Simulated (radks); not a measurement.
Results of a calculation; reference values are marked as such.
Er, configuration [Xe] 4f12 6s2 (the NIST ground configuration). Code: a radial shooting solver on a logarithmic mesh with Libxc functionals. Model: scalar-relativistic Kohn-Sham, PBE, spin-polarised, spherical densities, finite nucleus; open shells are filled with parallel spins first (spin-orbit coupling, left out, can overturn this in heavy ions); Fermi nuclear charge, rms radius 5.2516 fm; hard spherical wall at 20 bohr.

Unscreened Slater integrals over Kohn-Sham orbitals (cm^-1). They are taken over the spin-up orbitals. Empty in this configuration: 6p.

integral    value
F0(4f,4f)  254330
F2(4f,4f)  117300
F4(4f,4f)   72956
F6(4f,4f)   52314
F0(4f,6s)   64987
G3(4f,6s)  2051.5
F0(4f,5p)  159020
F2(4f,5p)   53741
G2(4f,5p)   29230
G4(4f,5p)   22069
F0(4f,6p)   45203
F2(4f,6p)  3583.7
G2(4f,6p)  902.70
G4(4f,6p)  784.96
F0(6s,6s)   49529
F0(6s,5p)   62632
G1(6s,5p)  4227.4
F0(6s,6p)   39324
G1(6s,6p)   22071
F0(5p,5p)  132700
F2(5p,5p)   70967
F0(5p,6p)   44222
F2(5p,6p)  7004.5
G0(5p,6p)  1205.3
G2(5p,6p)  1547.7
F0(6p,6p)   33947
F2(6p,6p)   17860

Derived for the open shells (J is the average intra-shell exchange parameter used in DFT+U). 4f: F4/F2 = 0.622, F6/F2 = 0.446, J = (286 F2 + 195 F4 + 250 F6)/6435 = 9456 cm^-1.
